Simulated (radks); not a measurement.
Initial-state core-level shifts of the argon ion Ar+ when its valence configuration changes from [Ne] 3s2 3p5. Method: scalar-relativistic Kohn-Sham, PBE, spin-unpolarised, spherical densities, finite nucleus; Fermi nuclear charge, rms radius 3.4274 fm; computed with a radial shooting solver on a logarithmic mesh with Libxc functionals. Shifts are changes of the shell-averaged eigenvalues in eV (positive: less bound); the change of the density at the nucleus, which sets a Mossbauer isomer shift, is in e/bohr^3, on a base of 4355.

valence          1s      2s      2p  density at nucleus
3s1 3p6      -1.232  -1.248  -1.224            -18.0030
3s1.5 3p5.5  -0.623  -0.630  -0.618             -8.9517
